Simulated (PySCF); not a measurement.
Si(I)3(OH) (HI₃OSi), SMILES O[Si](I)(I)I.

The structure is a stationary point at PBE-D3(BJ)/def2-SVP. The def2 effective core potentials stand for the cores of I; spin–orbit coupling is left out. One conformer was computed; it need not be the lowest.

Two levels are set side by side: TDA-PBE/def2-SVPD (PySCF) and TDA-CAM-B3LYP/def2-SVPD (PySCF). Vertical, same geometry. The lowest singlet is HOMO→LUMO 100 % with PBE and HOMO→LUMO 95 % with the other functional; states are paired by order. Differences are taken from unrounded values.

```
quantity                              TDA-CAM-B3LYP  TDA-PBE  TDA-PBE minus TDA-CAM-B3LYP
------------------------------------  -------------  -------  ---------------------------
lowest singlet excitation (eV)                 4.33     3.54                        -0.79
lowest triplet excitation (TDA) (eV)           3.92     3.26                        -0.66
```

A lower first singlet is the usual sign of a functional without exact exchange. Differences between two approximate levels are no errors against the true value.

Rough cost on one machine, each run with all the roots and properties that it gave: TDA-CAM-B3LYP against TDA-PBE about 3 times.
